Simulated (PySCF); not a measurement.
**Dipole moment and polarisability of `C=C(C)CC(F)=C(F)F`**

C6H7F3.
Numbering: `[CH2:1]=[C:2]([CH3:3])[CH2:4][C:5]([F:6])=[C:7]([F:8])[F:9]` (hydrogens: H10, H11 on C1; H12, H13, H14 on C3; H15, H16 on C4)

Structure used (PBE0-D3(BJ)/def2-SVP), in Å, numbered top down from 1:
```xyz
16
C6H7F3 angstrom
C     -1.178    1.640   -0.465
C     -0.835    0.504    0.149
C     -1.756   -0.672    0.263
C      0.536    0.348    0.772
C      1.329   -0.768    0.188
F      0.995   -2.006    0.577
C      2.305   -0.638   -0.709
F      2.976   -1.631   -1.233
F      2.711    0.527   -1.160
H     -2.167    1.764   -0.916
H     -0.486    2.483   -0.539
H     -2.732   -0.465   -0.196
H     -1.325   -1.563   -0.220
H     -1.917   -0.943    1.320
H      0.433    0.144    1.854
H      1.104    1.282    0.668
```

Level: B3LYP/def2-SVPD (PySCF), static field, nuclei fixed, core orbitals frozen in the response. The polarisability tensor in these axes (au):

```
x   83.79 -5.95 -6.40
y   -5.95 80.24 -6.44
z   -6.40 -6.44 66.31
```

Q: What are the eigenvalues, a third of the trace, and Δα (Δα² = ½Σ(αi − αj)² over the three pairs)?

A: Principal values 60.85, 81.16 and 88.33 au; mean 76.78 au = 11.38 Å³ = 12.66 × 10⁻⁴⁰ C²·m²/J; Δα = 24.69 au (32 % of the mean).

Q: What is the dipole moment, and where does it point?

A: (-1.02, 1.01, 0.79) D, 1.64 D in size, pointing from the negative to the positive side. Measured along this direction, the outermost atoms are F8 at the negative end and H10 at the positive end.

Q: Find the Langevin capture rate constant for O2+ (31.990 u) meeting this molecule (136.050 u), k = 2.342 × 10⁻⁹ cm³/s × √(α in Å³ / reduced mass in u).

A: The reduced mass is 25.90 u, so k = 1.55 × 10⁻⁹ cm³/s. The formula leaves out the permanent dipole, which adds to the capture rate.

Q: What would n − 1 = 2πNα be for an ideal gas of these molecules at 500 K and 1 atm, electronic part alone?

A: N = p/kT = 1.4678 × 10¹⁹ cm⁻³, so n − 1 = 2π × N × 11.38 × 10⁻²⁴ cm³ = 1049 × 10⁻⁶ at long wavelengths.

Q: Rayleigh depolarisation ratio (linearly polarised light, static tensor)?

A: ρ = 3Δα²/(45ᾱ² + 4Δα²) = 1828.8/(265266 + 2438.4) = 0.00683.

Q: Orientational against electronic polarisability at 250 K (dilute gas, rigid molecules)?

A: In Gaussian units μ²/3kT = 26.08 Å³ against 11.38 Å³, a ratio of 2.29; the Debye molar polarisation (4π/3)N_A(α + μ²/3kT) is 94.5 cm³/mol, leaving out the vibrational part.

Q: Sum over states: ᾱ = Σ f/ω², ω in Eh. What share falls to these 6 lowest TDDFT singlets (eV, f)? 5.91, 0.0478; 6.29, 0.0016; 6.43, 0.0697; 6.75, 0.0155; 6.90, 0.0306; 7.14, 0.0121.

A: They add up to 3.20 au, 4.2 % of the 76.78 au; the largest single term is 1.25 au, from the state at 6.43 eV. Terms in order: 1.01, 0.03, 1.25, 0.25, 0.48, 0.18 au. Higher excitations give the rest. The strengths listed sum to 0.177.

One conformer (not necessarily the lowest) at the PBE0-D3(BJ)/def2-SVP geometry, without solvent, vibrations or thermal averaging.
